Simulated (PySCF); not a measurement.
## Ionisation energy of In(39+) by level of theory

In(39+) [Ne] (1S) → In(40+) [He] 2s2 2p5 (2P), as a difference of total energies. Computed with PySCF 2.14 in an even-tempered Gaussian basis (19 s from 16 bohr⁻², ratio 2.2; 12 p from 21 bohr⁻², ratio 2.2; 6 d from 91 bohr⁻², ratio 2.4; 5 f from 140 bohr⁻², ratio 2.4; 4 g from 200 bohr⁻², ratio 2.4), with scalar relativity by spin-free X2C-1e. Correlated levels: nothing frozen; virtual orbitals above 40 to 60 times the deepest correlated orbital energy dropped. The calculations carry no spin-orbit coupling.

```csv
method,ionisation energy (eV)
UHF,6194.0
LDA,6191.2
PBE,6191.6
PBE0,6192.7
r2SCAN,6195.3
M06-2X,6193.7
BLYP,6192.3
MP2 (all electrons),6195.8
SCS-MP2 (all electrons),6195.6
```

A first-order spin-orbit estimate (lowest level to lowest level, LS coupling) adds -70.397 eV.

For this ion Breit and QED terms and the two-electron picture change, all absent here, outweigh the differences among the correlated methods.

For comparison: 6126 ± 3 eV (semi-empirical (NIST evaluation); NIST Atomic Spectra Database, ionization energies).
